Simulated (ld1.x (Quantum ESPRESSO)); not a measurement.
## What one change does to a pseudopotential (Cl, TM)

- Element: Cl (Z = 17)
- Generator: ld1.x (Quantum ESPRESSO) 7.5
- Type: norm-conserving Troullier–Martins (Kleinman–Bylander form)
- Functional: PBE
- Relativity: scalar-relativistic
- Frozen core: [Ne]
- Valence charge: 7
- Reference configuration: 3s2 3p5
- Partial waves: 3p (bound): rc 1.10 bohr; 3d channel at 0.1 Ry: rc 0.90 bohr; 3s (bound): rc 1.20 bohr
- Local potential: the s channel
- Core correction: Bessel-smoothed model core inside 0.70 bohr

All-electron outer shells of the reference configuration (PBE, scalar-relativistic, ld1.x):

```tsv
shell	level (eV)	outermost node (bohr)	outermost maximum (bohr)
2s	-252.70	0.12	0.36
2p	-191.63	–	0.30
3s	-20.69	0.55	1.29
3p	-8.59	0.53	1.43
```

Change: type RRKJ; rho0 0.001.

Cutoffs: the cutoffs (Ry, on a coarse ladder) from which the occupation-weighted sum of valence levels, in a spherical-Bessel basis at the reference potential, stays within 10 and 1 mRy of its value at 400 Ry; they do not see the model core or the augmentation charge, which bear on the density cutoff. Errors are all-electron minus pseudo energies relative to the spin-unpolarised reference configuration.

Problem. What does the change do?

Solution. The potential gets softer (90 Ry and 160 Ry → 80 Ry and 110 Ry); the errors of the 7 common tests hardly move; neither file shows a bound ghost.

| quantity | base | changed |
| --- | --- | --- |
| cutoff, loose | 90 Ry | 80 Ry |
| cutoff, tight | 160 Ry | 110 Ry |
| loose cutoff by channel (10 mRy a level) | p 70 Ry, s 30 Ry | p 55 Ry, s 30 Ry |
| bound ghosts | none | none |
| error for 3s2 3p4, meV [ΔE 13.88 eV] | +3.5 | +3.2 |
| error for 3s2 3p3, meV [ΔE 39.32 eV] | +24 | +23 |
| error for 3s2 3p2, meV [ΔE 77.63 eV] | +75 | +75 |
| error for 3s1 3p5, meV [ΔE 26.58 eV] | +7.4 | +7.0 |
| error for 3s1 3p6, meV [ΔE 12.15 eV] | +0.9 | +0.9 |
| error for 3s2 3p5.3, meV [ΔE -2.14 eV] | +0.3 | +0.4 |
| error for 3s2 3p1, meV [ΔE 129.87 eV] | +170 | +173 |
| s: phases at 1.30 bohr within 0.05 rad from the reference energy up to (Ry; the scan ends near 5) | to the end of the scan | to the end of the scan |
| p: phases at 1.30 bohr within 0.05 rad from the reference energy up to (Ry; the scan ends near 5) | to the end of the scan | to the end of the scan |
| d: phases at 1.30 bohr within 0.05 rad from the reference energy up to (Ry; the scan ends near 5) | to the end of the scan | to the end of the scan |
